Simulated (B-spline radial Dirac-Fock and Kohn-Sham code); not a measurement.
Satellites and hypersatellites of the K lines of W⁴⁺

System: tungsten as W⁴⁺, 1s2 2s2 2p6 3s2 3p6 3d10 4s2 4p6 4d10 4f14 5s2 5p6 5d2.

Input file task.json (cfg lists n, l and occupation; rrms is the nuclear radius in fm):

```json
{"items": [{
  "Z": 74,
  "q": 4,
  "cfg": [[1, 0, 2], [2, 0, 2], [2, 1, 6], [3, 0, 2], [3, 1, 6], [3, 2, 10], [4, 0, 2], [4, 1, 6], [4, 2, 10], [4, 3, 14], [5, 0, 2], [5, 1, 6], [5, 2, 2]],
  "A": 184,
  "rrms": 5.3658,
  "do": ["binding", "quiet", "double"]
}]}
```

Launch: `python xray_run.py task.json out`

Method: multi-electron Dirac-Fock with separately optimised hole states, Breit and Lamb-shift corrections added in first order. Computed with a radial B-spline solver. Each two-hole energy is an average over J within one jj subconfiguration, not an observable level; in light atoms, where LS coupling holds, the j-resolved values are not observed lines, and for a K spectator the Kα1 hypersatellite is nearly forbidden. Correlation energy is missing from these numbers.

Lines without a spectator: Kα2 (K-L2) 57977.4 eV, Kα1 (K-L3) 59314.9 eV, Kβ3 (K-M2) 66943.5 eV, Kβ1 (K-M3) 67236.4 eV. Shifts in eV with one spectator hole (a dash: not computed, or left out as unreliable):

```
spectator hole     Kα2      Kα1      Kβ3      Kβ1
        K (1s)  +981.3  +1055.4  +1270.4  +1287.6
    L2 (2p1/2)  +125.2   +168.7        –   +320.9
    L3 (2p3/2)   +94.5   +103.8   +241.6        –
    M2 (3p1/2)       –   +26.65    +51.3    +60.9
    M3 (3p3/2)  +14.53        –    +43.6    +44.1
    M4 (3d3/2)   +4.91    +1.52        –        –
    M5 (3d5/2)   -0.49    +3.55        –        –
```
